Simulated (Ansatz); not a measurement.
Species: fluoro(trimethyl)silane, C3H9FSi, charge 0, multiplicity 1. 
Coordinates optimised at B3LYP-D3(BJ)/def2-TZVP (Ansatz, a program for electronic structure):
SMILES: C[Si](C)(C)F
```xyz
14

C      1.5018    -0.8629    -0.6679
Si     0.0038     0.0021     0.0286
C     -1.5516    -0.9875    -0.2520
C     -0.1576     1.7365    -0.6370
F      0.2171     0.1192     1.6297
H      1.4167    -0.9726    -1.7519
H      2.4141    -0.3003    -0.4592
H      1.6157    -1.8605    -0.2387
H     -2.4170    -0.4974     0.1988
H     -1.4666    -1.9863     0.1811
H     -1.7506    -1.1018    -1.3205
H     -1.0099     2.2524    -0.1898
H     -0.3046     1.7238    -1.7199
H      0.7390     2.3237    -0.4280
```

Atomisation energy built up term by term with Ansatz (kcal/mol; UHF references for open shells; valence terms freeze the core; atomic spin-orbit terms are left out). Basis-set limits of correlation are two-point, X^-3; Hartree-Fock from the larger set.

```
term                                            basis  kcal/mol
-----------------------  ----------------------------  --------
Hartree-Fock                              cc-pV(Q+d)Z       [?]
CCSD correlation         CBS(cc-pV(T+d)Z,cc-pV(Q+d)Z)    285.98
(T)                      CBS(cc-pV(T+d)Z,cc-pV(Q+d)Z)       [?]
core correlation                            cc-pwCVTZ      3.79
scalar relativity (X2C)    cc-pVTZ-DK against cc-pVTZ     -1.51
sum: De                                                     [?]
```

Problem. Complete the blanks.

Solution. 
- Hartree-Fock, kcal/mol: 1000.84
- (T), kcal/mol: 15.28
- sum: De, kcal/mol: 1304.4
